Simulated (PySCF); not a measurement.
Compound: 4-bromobenzaldehyde, C7H5BrO.
SMILES with atom numbers: `[O:1]=[CH:2][c:3]1[cH:4][cH:5][c:6]([Br:7])[cH:8][cH:9]1` (hydrogens: H10 on C2; H11 on C4; H12 on C5; H13 on C8; H14 on C9)

Computed with PBE0-D3(BJ)/def2-SVP geometry optimisation, gas phase (PySCF).

Problem. Give the optimised bond lengths and angles.

Solution. 
```csv
bond,length (Å)
O1=C2,1.205
C2–C3,1.479
"C3–C4, C3–C9",1.399
"C4–C5, C8–C9",1.389
"C5–C6, C6–C8",1.397
C6–Br7,1.882
C2–H10,1.121
"C4–H11, C9–H14",1.093
"C5–H12, C8–H13",1.091
```

Bonds in one row agree within 0.01 Å and their mean is given. A selection of angles:
```csv
angle,degrees
O1–C2–C3,124.4
O1–C2–H10,121.1
C3–C2–H10,114.5
C2–C3–C4,119.9
C4–C3–C9,119.7
C3–C4–C5,120.4
C3–C4–H11,118.4
C5–C4–H11,121.3
C4–C5–C6,119.1
C4–C5–H12,121.0
C6–C5–H12,119.9
C5–C6–Br7,119.3
C5–C6–C8,121.3
C8–C9–H14,119.8
C3–C9–C8,120.5
C3–C9–H14,119.7
```

Dihedral angles: O1–C2–C3–C4 0° (synperiplanar).

The 7 C–C bonds span 1.387 Å (C4–C5, aromatic) to 1.479 Å (C2–C3, drawn single), a spread of 0.092 Å. The 9 heavy atoms lie in one plane (0.000 Å rms). The 6-membered ring C3–C4–C5–C6–C8–C9 has internal angles of 118.9° to 121.3°; it is planar, 0.00 Å rms from its mean plane, widest ring torsion 0°. Of the pairs four or more bonds apart, O1···H11 is among the closest relative to their van der Waals radii: 2.56 Å, 94 % of the sum of Bondi's values.

Point group: Cs (every atom within 0.08 Å of its image). No frequency check. The numbers are those of one conformer.

On an AMD EPYC 9R45 with one thread, no GPU, shared host, this took 49 s and 0.87 GiB of memory at its peak. These figures are those of the optimisation.
